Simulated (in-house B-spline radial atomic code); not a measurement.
A run on Tm II (Tm+) (an excited or competing configuration) that did not converge. Method: scalar-relativistic (X2C) TPSSh, spin-polarised, spherical fractional occupations, Fermi nucleus of rms radius 5.2256 fm; computed with an all-electron radial atomic-structure program (B-spline basis).

Command:
```bash
python run_scf.py task.json out
```
Settings (nuclear radius in fm, mass in u):
```
Z                69
configuration    [Xe] 4f13 7s1
hamiltonian      x2c
method           tpssh
spin_polarised   True
nucleus          fermi
rms_radius       5.2256
atomic_mass      168.93422
speed_of_light   137.035999084
```

First and last ten iterations of the last attempt (damped for 15 steps, keeping 80 % of the old Fock matrix, then DIIS):
```
 iter        energy (Eh)    residual
    1      -13566.413379    1.16e-01
    2      -13541.919447    4.34e-01
    3      -13563.818592    2.86e-01
    4      -13541.351007    3.56e-01
    5      -13563.108504    3.18e-01
    6      -13512.275535    5.64e-01
    7      -13561.899855    3.60e-01
    8      -13522.125882    5.26e-01
    9      -13561.787594    3.56e-01
   10      -13513.961694    4.87e-01
  111      -13566.419242    2.27e-03
  112      -13566.419254    2.27e-03
  113      -13566.419616    9.98e-04
  114      -13566.419651    7.68e-04
  115      -13566.419698    1.75e-04
  116      -13566.419689    3.17e-04
  117      -13566.419700    1.40e-04
  118      -13566.419701    1.75e-04
  119      -13566.419701    2.00e-04
  120      -13566.419701    1.64e-04
 not converged after 120 iterations
```

The smallest residual met was 1.4e-04; the threshold is about 7e-07. No energy from this run should be used. Cost of the run: 6.6 s on 1 thread of Arm Neoverse V2, with other jobs on the host.
